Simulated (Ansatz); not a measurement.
Geometry optimisation, RKS PBE-D4/def2-SVP (Ansatz 0.2.0).

Input file:

```yaml
crystal:
  periodic: [false, false, false]
  atoms:
    - { symbol: S, position_ang: [-2.1859, -0.428, 1.3884] }
    - { symbol: C, position_ang: [-0.6786, -1.1614, 0.8562] }
    - { symbol: Si, position_ang: [0.5414, 0.1119, 0.4378] }
    - { symbol: C, position_ang: [0.18039, 1.94312, 0.59912] }
    - { symbol: "N", position_ang: [0.86544, 1.19828, 1.68813] }
    - { symbol: H, position_ang: [-2.441, 0.3287, 0.2427] }
    - { symbol: H, position_ang: [-0.3081, -1.8028, 1.6755] }
    - { symbol: H, position_ang: [-0.8505, -1.7872, -0.0067] }
    - { symbol: H, position_ang: [1.90417, -0.28859, -0.16427] }
    - { symbol: H, position_ang: [0.72224, 2.59338, 0.04826] }
    - { symbol: H, position_ang: [-0.8685, 2.11902, 0.86048] }
    - { symbol: H, position_ang: [1.88984, 1.41016, 1.66128] }
basis:
  gaussian: { orbitals: def2-SVP }
hamiltonian:
  xc: pbe
  dispersion: d4
relax:
  f_tol: 0.015
  max_steps: 40
```

Run as:

```bash
$ ansatz run input.yaml --threads 2 --pin off --max-ram 3072MiB --backend cpu --events-out ev --progress --plain --runs-dir out
```

**Question.** Where does it end, and by what steps?

**Answer.** The run converged. After 8 steps the energy has fallen by 0.726 eV; H12 moved furthest, 0.45 Å.

```csv
step,energy less start (eV),largest force component (eV/Å),accepted
0,0.0000,3.503,yes
1,-0.5749,1.303,yes
2,-0.7037,0.252,yes
3,-0.7130,0.300,yes
4,-0.7205,0.174,yes
5,-0.7247,0.077,yes
6,-0.7253,0.024,yes
7,-0.7254,0.019,yes
8,-0.7255,0.013,yes
```

```xyz
12
Properties=species:S:1:pos:R:3
S -2.289 -0.604 1.450
C -0.691 -1.239 0.812
Si 0.596 0.107 0.488
C 0.262 1.936 0.542
N 0.873 1.294 1.747
H -2.511 0.288 0.443
H -0.311 -1.918 1.605
H -0.837 -1.863 -0.095
H 1.737 -0.360 -0.371
H 0.898 2.596 -0.084
H -0.748 2.359 0.715
H 1.794 1.641 2.034
```

Time of the run: 40 s on 2 threads of Arm Neoverse N1 (shared host), peak memory 0.15 GiB.
